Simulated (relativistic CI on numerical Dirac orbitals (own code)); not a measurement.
**Crystal-field levels of Zn3+, 3d9**

Calculated by Dirac-Coulomb-Breit CI, KLI orbitals optimised for each configuration, QED by a radiative potential, valence Slater integrals scaled by 0.9, one configuration in a parametric crystal field (own radial code).

Field parameters in Wybourne normalisation: D4h B²₀ = −7Ds, B⁴₀ = 21(Dq − Dt), B⁴₄ = 21√(5/14) Dq; Td as Oh with Dq negative (B⁴₀ = 21Dq, B⁴₄ = √(5/14) B⁴₀). The field is a parameter set, without covalency.

S and J are read from ⟨S²⟩ = S(S + 1) and ⟨J²⟩ = J(J + 1) of each level; they are not fictitious spins.

D4h, 10Dq = 7250, Ds = 2010, Dt = -30 cm⁻¹, the lowest 5 levels:

```json
{"E (cm⁻¹)": "0.0", "Degeneracy": "2", "Irrep": "Γ7", "S": "0.50", "J": "2.27"}
{"E (cm⁻¹)": "7463", "Degeneracy": "2", "Irrep": "Γ7", "S": "0.50", "J": "2.14"}
{"E (cm⁻¹)": "7805", "Degeneracy": "2", "Irrep": "Γ6", "S": "0.50", "J": "2.32"}
{"E (cm⁻¹)": "13243", "Degeneracy": "2", "Irrep": "Γ7", "S": "0.50", "J": "2.21"}
{"E (cm⁻¹)": "14429", "Degeneracy": "2", "Irrep": "Γ6", "S": "0.50", "J": "1.75"}
```

Principal g values of the ground doublet: 2.08, 2.08, 3.08.

D4h, 10Dq = 10250, Ds = 1220, Dt = 760 cm⁻¹, the lowest 5 levels:

```tsv
E (cm⁻¹)	Degeneracy	Irrep	S	J
0.0	2	Γ7	0.50	2.25
8179	2	Γ6	0.50	2.46
9238	2	Γ7	0.50	2.50
11062	2	Γ7	0.50	1.83
11467	2	Γ6	0.50	1.56
```

Principal g values of the ground doublet: 2.17, 2.17, 2.75.

Td, 10Dq = -12800 cm⁻¹, the lowest 3 levels:

```json
{"E (cm⁻¹)": "0.0", "Degeneracy": "2", "Irrep": "Γ7", "S": "0.50", "J": "2.50"}
{"E (cm⁻¹)": "1473", "Degeneracy": "4", "Irrep": "Γ8", "S": "0.50", "J": "2.05"}
{"E (cm⁻¹)": "14015", "Degeneracy": "4", "Irrep": "Γ8", "S": "0.50", "J": "2.04"}
```

Principal g values of the ground doublet: 2.00, 2.00, 2.00.

The free-ion ground term has S = 1/2. Every field shown keeps that spin.

Levels of this model without a field, named by their leading LS term: ²D5/2 0, ²D3/2 2689 cm⁻¹.
